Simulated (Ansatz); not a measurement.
Ansatz (a first-principles code) input file for C2HF4, SMILES F[CH]C(F)(F)F, multiplicity 2, B3LYP-D3(BJ)/def2-SVP. 

Ansatz 0.2 input:
```yaml
crystal:
  periodic: [false, false, false]
  atoms:
    - {symbol: F, position_ang: [1.82985795, -0.87435610, -0.13483576]}
    - {symbol: C, position_ang: [1.11298842, 0.23094986, -0.25817812]}
    - {symbol: C, position_ang: [-0.34381887, 0.16740892, 0.01435377]}
    - {symbol: F, position_ang: [-0.63728284, 0.00486348, 1.32604793]}
    - {symbol: F, position_ang: [-0.96130684, -0.83442882, -0.62412834]}
    - {symbol: F, position_ang: [-0.92764944, 1.31029274, -0.36289770]}
    - {symbol: H, position_ang: [1.65241335, 1.15250563, -0.37472928]}
basis:
  gaussian:
    orbitals: def2-SVP
hamiltonian:
  xc: b3lyp
  dispersion: d3bj
magnetization: {spin_polarized: true, initial_magnetization: 1}
relax: {f_tol: 0.002, max_steps: 200}
```

Output:

```
WARN ansatz: RAYON_NUM_THREADS=1 ignored (pool sized by the plan → 1); use --threads N
Functional definition: B3LYP
integrals: 0.04 GiB planned
948 factors; integrals over basis functions are off by at most 3.4e-4 eV
mean field: 0.53 GiB planned
mean field evaluation 1: about -12943.3098 eV, gradient 2.8e1 eV
mean field evaluation 2: about -12941.7625 eV, gradient 3.7e1 eV
mean field evaluation 4: about -12945.7438 eV, gradient 1.1e0 eV
mean field evaluation 8: about -12945.7922 eV, gradient 4.3e-2 eV
mean field evaluation 16: about -12945.7922 eV, gradient 7.2e-5 eV
mean field -12945.79217487 eV, -475.7490874533 hartree, gradient 7.2e-5 eV, S^2 0.753342; 0 other end points of the search recorded, 0 dependent functions left out
the calculation of the forces begins
reference -12945.79231610 eV, -475.7490926435 hartree; 25, 24 occupied and 64, 65 virtual orbitals, 948 factors
relax step   1: F+E_penalty+E_count = -12945.95471017 eV  Δ(F+E_penalty+E_count) = +0.000e0 eV  max|allowed force component| = 6.507e-1 eV/Å  Δτ_max = 0.0000 Å  (27 SCF iters, accepted)
these checks for a lower state are left out or cut short: starts, cluster_reference, orbital_swaps, neighbouring_geometries, increment
integrals: 0.04 GiB planned
948 factors; integrals over basis functions are off by at most 3.4e-4 eV
mean field: 0.53 GiB planned
mean field -12945.81358003 eV, -475.7498740787 hartree, gradient 1.9e-5 eV, S^2 0.753341; 0 other end points of the search recorded, 0 dependent functions left out
the calculation of the forces begins
reference -12945.81372153 eV, -475.7498792787 hartree; 25, 24 occupied and 64, 65 virtual orbitals, 948 factors
relax step   2: F+E_penalty+E_count = -12945.97643630 eV  Δ(F+E_penalty+E_count) = -2.173e-2 eV  max|allowed force component| = 2.000e-1 eV/Å  Δτ_max = 0.0234 Å  (32 SCF iters, accepted)
these checks for a lower state are left out or cut short: starts, cluster_reference, orbital_swaps, neighbouring_geometries, increment
integrals: 0.04 GiB planned
948 factors; integrals over basis functions are off by at most 3.4e-4 eV
mean field: 0.53 GiB planned
mean field -12945.81908854 eV, -475.7500765125 hartree, gradient 1.9e-5 eV, S^2 0.753253; 0 other end points of the search recorded, 0 dependent functions left out
the calculation of the forces begins
reference -12945.81923019 eV, -475.7500817180 hartree; 25, 24 occupied and 64, 65 virtual orbitals, 948 factors
relax step   3: F+E_penalty+E_count = -12945.98217475 eV  Δ(F+E_penalty+E_count) = -5.738e-3 eV  max|allowed force component| = 1.044e-1 eV/Å  Δτ_max = 0.0273 Å  (31 SCF iters, accepted)
these checks for a lower state are left out or cut short: starts, cluster_reference, orbital_swaps, neighbouring_geometries, increment
integrals: 0.04 GiB planned
948 factors; integrals over basis functions are off by at most 3.4e-4 eV
mean field: 0.53 GiB planned
mean field evaluation 32: about -12945.7774 eV, gradient 2.3e-2 eV
mean field -12945.81952936 eV, -475.7500927122 hartree, gradient 1.9e-5 eV, S^2 0.753115; 0 other end points of the search recorded, 0 dependent functions left out
the calculation of the forces begins
reference -12945.81967062 eV, -475.7500979035 hartree; 25, 24 occupied and 64, 65 virtual orbitals, 948 factors
relax step   4: F+E_penalty+E_count = -12945.98286190 eV  Δ(F+E_penalty+E_count) = -6.872e-4 eV  max|allowed force component| = 2.271e-1 eV/Å  Δτ_max = 0.0500 Å  (31 SCF iters, accepted)
these checks for a lower state are left out or cut short: starts, cluster_reference, orbital_swaps, neighbouring_geometries, increment
integrals: 0.04 GiB planned
948 factors; integrals over basis functions are off by at most 3.5e-4 eV
mean field: 0.53 GiB planned
mean field -12945.82187658 eV, -475.7501789710 hartree, gradient 1.8e-5 eV, S^2 0.753078; 0 other end points of the search recorded, 0 dependent functions left out
the calculation of the forces begins
reference -12945.82201797 eV, -475.7501841671 hartree; 25, 24 occupied and 64, 65 virtual orbitals, 948 factors
relax step   5: F+E_penalty+E_count = -12945.98518251 eV  Δ(F+E_penalty+E_count) = -2.321e-3 eV  max|allowed force component| = 4.675e-2 eV/Å  Δτ_max = 0.0134 Å  (32 SCF iters, accepted)
these checks for a lower state are left out or cut short: starts, cluster_reference, orbital_swaps, neighbouring_geometries, increment
integrals: 0.04 GiB planned
948 factors; integrals over basis functions are off by at most 3.5e-4 eV
mean field: 0.53 GiB planned
mean field -12945.82202895 eV, -475.7501845705 hartree, gradient 1.9e-5 eV, S^2 0.753091; 0 other end points of the search recorded, 0 dependent functions left out
the calculation of the forces begins
reference -12945.82217019 eV, -475.7501897610 hartree; 25, 24 occupied and 64, 65 virtual orbitals, 948 factors
relax step   6: F+E_penalty+E_count = -12945.98531993 eV  Δ(F+E_penalty+E_count) = -1.374e-4 eV  max|allowed force component| = 5.012e-2 eV/Å  Δτ_max = 0.0207 Å  (31 SCF iters, accepted)
these checks for a lower state are left out or cut short: starts, cluster_reference, orbital_swaps, neighbouring_geometries, increment
integrals: 0.04 GiB planned
948 factors; integrals over basis functions are off by at most 3.5e-4 eV
mean field: 0.53 GiB planned
mean field -12945.82206501 eV, -475.7501858958 hartree, gradient 6.6e-5 eV, S^2 0.753084; 0 other end points of the search recorded, 0 dependent functions left out
the calculation of the forces begins
reference -12945.82220627 eV, -475.7501910868 hartree; 25, 24 occupied and 64, 65 virtual orbitals, 948 factors
relax step   7: F+E_penalty+E_count = -12945.98536543 eV  Δ(F+E_penalty+E_count) = -4.549e-5 eV  max|allowed force component| = 3.739e-3 eV/Å  Δτ_max = 0.0012 Å  (22 SCF iters, accepted)
these checks for a lower state are left out or cut short: starts, cluster_reference, orbital_swaps, neighbouring_geometries, increment
integrals: 0.04 GiB planned
948 factors; integrals over basis functions are off by at most 3.5e-4 eV
mean field: 0.53 GiB planned
mean field -12945.82207025 eV, -475.7501860885 hartree, gradient 3.8e-5 eV, S^2 0.753083; 0 other end points of the search recorded, 0 dependent functions left out
the calculation of the forces begins
reference -12945.82221151 eV, -475.7501912794 hartree; 25, 24 occupied and 64, 65 virtual orbitals, 948 factors
relax step   8: F+E_penalty+E_count = -12945.98536756 eV  Δ(F+E_penalty+E_count) = -2.129e-6 eV  max|allowed force component| = 3.277e-3 eV/Å  Δτ_max = 0.0013 Å  (22 SCF iters, accepted)
these checks for a lower state are left out or cut short: starts, cluster_reference, orbital_swaps, neighbouring_geometries, increment
integrals: 0.04 GiB planned
948 factors; integrals over basis functions are off by at most 3.5e-4 eV
mean field: 0.53 GiB planned
mean field -12945.82207040 eV, -475.7501860938 hartree, gradient 1.5e-5 eV, S^2 0.753083; 0 other end points of the search recorded, 0 dependent functions left out
the calculation of the forces begins
reference -12945.82221165 eV, -475.7501912846 hartree; 25, 24 occupied and 64, 65 virtual orbitals, 948 factors
relax step   9: F+E_penalty+E_count = -12945.98536781 eV  Δ(F+E_penalty+E_count) = -2.533e-7 eV  max|allowed force component| = 3.532e-4 eV/Å  Δτ_max = 0.0003 Å  (21 SCF iters, accepted)
integrals: 0.04 GiB planned
948 factors; integrals over basis functions are off by at most 3.5e-4 eV
mean field: 0.53 GiB planned
mean field evaluation 64: about -12945.7803 eV, gradient 1.1e-1 eV
mean field -12945.82207040 eV, -475.7501860938 hartree, gradient 1.5e-5 eV, S^2 0.753083; 1 other end points of the search recorded, 0 dependent functions left out
the calculation of the forces begins
reference -12945.82221165 eV, -475.7501912846 hartree; 25, 24 occupied and 64, 65 virtual orbitals, 948 factors
Total energy: -12945.98550906 eV, -475.7561923537 hartree
Atom 0 at     1.786151    -0.884865    -0.138161 Å, force     0.000120    -0.000256    -0.000038 eV/Å
Atom 1 at     1.099997     0.230423    -0.330326 Å, force     0.000046     0.000246     0.000069 eV/Å
Atom 2 at    -0.352697     0.168682     0.000947 Å, force    -0.000283     0.000141     0.000200 eV/Å
Atom 3 at    -0.573090     0.029881     1.325025 Å, force     0.000008     0.000255    -0.000353 eV/Å
Atom 4 at    -0.954542    -0.862313    -0.605763 Å, force     0.000031    -0.000178    -0.000112 eV/Å
Atom 5 at    -0.940506     1.307713    -0.391059 Å, force     0.000138    -0.000192     0.000274 eV/Å
Atom 6 at     1.659888     1.167715    -0.275030 Å, force    -0.000060    -0.000016    -0.000041 eV/Å
Dipole moment:     0.263843     0.215466    -0.049807 e Å
```

Self-consistency was reached.

Cost: roughly 50 core-seconds.
